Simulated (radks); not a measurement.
Values are calculated unless marked as measured or tabulated.
Task: These are the eigenvalues of the occupied orbitals of an atom or ion with whole-number occupations (eV). Level of theory: Dirac Kohn-Sham, LDA (Slater exchange, Perdew-Wang correlation), spin-unpolarised, spherical densities, point nucleus (a radial shooting solver on a logarithmic mesh with Libxc functionals).

1s1/2: -51773.97
2s1/2: -8593.394
2p1/2: -8169.740
2p3/2: -7424.049
3s1/2: -1919.335
3p1/2: -1734.816
3p3/2: -1580.963
3d3/2: -1262.062
3d5/2: -1228.470
4s1/2: -393.4212
4p1/2: -321.1221
4p3/2: -286.5637
4d3/2: -167.2616
4d5/2: -160.9976
5s1/2: -61.3669
5p1/2: -41.2382
5p3/2: -36.4209
4f5/2: -19.6710
4f7/2: -18.8199
6s1/2: -11.2327
6p1/2: -7.4830
6p3/2: -6.9631

Which element is it, and in what charge state? The configuration may be excited. Open shells, if any, are shared by 2j + 1.

Result: Z = 65, terbium, charge +1: Tb+ in [Xe] 4f8 6s1 6p1. The list shows which subshells hold electrons but not how many an open one holds; the 1s level, -1902.7 hartree, gives Z - s = 61.7 by -(Z - s)^2/2, which with screening and relativity narrows Z to a few neighbours, and the depths of the outer levels then fix element, charge and occupations together.
